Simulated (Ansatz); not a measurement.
CH4B2, SMILES `BB=C` (charge 0, multiplicity 1).

Computed with r2SCAN/cc-pVTZ // B3LYP-D3(BJ)/def2-TZVP (Ansatz, a program for electronic structure).

Ansatz 0.2 input:
```yaml
crystal:
  periodic: [false, false, false]
  atoms:
    - { symbol: B, position_ang: [1.490849, 0.103664, -0.164172] }
    - { symbol: B, position_ang: [-0.097108, -0.006604, 0.01078] }
    - { symbol: C, position_ang: [-1.47798, -0.102731, 0.162776] }
    - { symbol: H, position_ang: [1.972274, 0.855703, -0.954202] }
    - { symbol: H, position_ang: [2.229979, -0.563662, 0.491426] }
    - { symbol: H, position_ang: [-2.174272, 0.493376, -0.41789] }
    - { symbol: H, position_ang: [-1.943741, -0.779744, 0.871281] }
basis:
  gaussian: { orbitals: cc-pVTZ }
hamiltonian:
  xc: r2scan
```

Output:

```
Functional definition: r2SCAN
828 factors; their error is unknown
mean field evaluation 1: about -2443.8439 eV, gradient 5.6e1 eV
mean field evaluation 2: about -2429.1276 eV, gradient 7.7e1 eV
mean field evaluation 4: about -2451.3370 eV, gradient 4.9e0 eV
mean field evaluation 8: about -2451.4025 eV, gradient 3.5e-1 eV
mean field -2451.40270941 eV, -90.0873879504 hartree, gradient 3.2e-5 eV, S^2 0.000000; 0 other end points of the search recorded, 0 dependent functions left out
reference -2451.40272038 eV, -90.0873883534 hartree; 10, 10 occupied and 136, 136 virtual orbitals, 828 factors
Total energy: -2451.40272038 eV, -90.0873883534 hartree
```
